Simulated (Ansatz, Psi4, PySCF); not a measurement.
Cl$_{2}$Sr (SMILES [Cl][Sr][Cl]), singlet, at a GFN2-xTB geometry (such geometries of metal compounds can be far from the true shape) (core potentials on Sr). Base run: WB97X-V/def2-TZVP (PySCF).

Here is a job for PySCF.
```python
from pyscf import gto, scf, dft

mol = gto.M(
    atom='''
Sr    0.29122395   -0.61094818    0.12088586
Cl    1.08031446    1.07365832   -1.54654975
Cl   -1.73128564    0.29199055    1.27633429
''',
    basis='def2-tzvp',
    ecp={'Sr': 'def2-tzvp'},
    verbose=4,
)

mf = dft.RKS(mol)
mf.xc = 'wb97x_v'
mf.kernel()
```

The same geometry, method and basis name were run in Ansatz (a program for electronic structure) and Psi4 and PySCF, at each program's defaults and at the settings that a row names. The base is PySCF at its defaults. Differences at the defaults can come from grids, fitting, cores and function types together.

| code and settings | ΔE vs base (µEh) | basis functions | E (Eh) | SCF cycles | dipole (D) |
|---|---|---|---|---|---|
| PySCF, defaults (exact integrals, its default grid, spherical functions) | 0.0 | 107 | -951.15694 | 10 | 8.83 |
| Psi4, defaults (density fitting with its default set, its default grid, spherical functions) | -149 | 107 | -951.15709 | 8 | 8.83 |
| Ansatz, defaults (factorised integrals, its default grid, spherical functions) | 7.6 | 107 | -951.15693 | - | - |
| PySCF, density fitting with def2-universal-jkfit | -35.1 | 107 | -951.15697 | 10 | 8.83 |
| PySCF, fine grid | -5.8 | 107 | -951.15694 | 10 | 8.83 |
| Psi4, exact integrals, spherical functions, fine grid | -14.6 | 107 | -951.15695 | 11 | 8.83 |
| Ansatz, high accuracy | -6.3 | 107 | -951.15694 | - | - |
